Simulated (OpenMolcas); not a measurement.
W2+ (d4) among equal point charges was computed by CASSCF with the d shell active (OpenMolcas, ANO-RCC-VDZP on the metal). Its lowest spin-free states, and all those of the highest spin:

| 2S+1 | Degeneracy | E (cm-1) |
| --- | --- | --- |
| 5 | 2 | 0.0 |
| 3 | 3 | 3381 |
| 1 | 3 | 10598 |
| 1 | 2 | 11524 |
| 5 | 3 | 12417 |
| 3 | 2 | 13981 |
| 3 | 3 | 14218 |
| 3 | 3 | 14862 |
| 3 | 1 | 16318 |
| 3 | 1 | 16636 |
| 1 | 1 | 16739 |
| 3 | 2 | 19295 |

Problem. Is the site octahedral, tetrahedral or cube-like, axial, or of lower symmetry?

Solution. The states with 2S+1 = 5 have orbital degeneracies 2, 3. Threefold states need a cubic site. For d4 at this spin an octahedron puts the twofold E below the threefold T2 and a tetrahedron or cube puts the threefold T2 below the twofold E, so the site is octahedral. The first gap at this spin, 12400 cm-1, is |10Dq| in ligand-field theory. The run had W2+ among 6 point charges of -1.36 e arranged as an octahedron (Oh), 2.15 Å from the ion.

Spin-orbit coupling mixes the spin-free states strongly: the lowest level takes only 47 % from its leading state, 5E. Without dynamic correlation the repulsion within the d shell is too large (B by tens of per cent), so at a given field states of lower spin stand too high. This shell can be high or low spin here, a state of another spin lies low, and with metal d orbitals alone active their balance is uncertain, so the ground spin may be wrong. Point charges give a weaker field than real ligands, and real ions of this kind are as a rule low spin; the high spin found here belongs to the model. Point charges carry no covalency, so the field is a model and not that of real ligands. No measured value stands beside these numbers.
